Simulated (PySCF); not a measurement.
Ta(O)(NH2)3 (H6N3OTa), SMILES [NH2][Ta]([NH2])([NH2])=[O], multiplicity 1.

Coordinates come from a B3LYP-D3(BJ)/def2-SVP optimisation. The multiplicity is an assumed one; no other spin state was optimised. The structure was generated by enumeration; whether it is a known compound was not checked. The def2 effective core potentials stand for the cores of Ta; spin–orbit coupling is left out. Other conformers were not sampled.

Two levels are set side by side: PBE/def2-TZVP (PySCF) and CAM-B3LYP/def2-TZVP (PySCF). Same geometry, gas phase. Differences are taken from unrounded values.

```
quantity                       PBE
---------------------------  -----
orbital gap (eV)              4.77
highest occupied level (eV)  -5.57
lowest empty level (eV)      -0.80
dipole moment (D)             3.74
mean polarisability (bohr³)   69.0
```

Question: These are the PBE values. What does CAM-B3LYP give? (An estimate is asked for; the answer gives what the named calculation found.)

Answer: 
| quantity | CAM-B3LYP | PBE minus CAM-B3LYP |
|---|---|---|
| orbital gap (eV) | 8.99 | -4.21 |
| highest occupied level (eV) | -8.35 | 2.78 |
| lowest empty level (eV) | 0.64 | -1.43 |
| dipole moment (D) | 4.04 | -0.30 |
| mean polarisability (bohr³) | 65.0 | 4.1 |

Without exact exchange PBE keeps part of each electron's self-repulsion, which lifts occupied levels and narrows the gap. Loosely held outer electrons make PBE densities more polarisable. Differences between two approximate levels are no errors against the true value.

Rough cost on one machine, each run with all the roots and properties that it gave: CAM-B3LYP against PBE within a factor of 2.
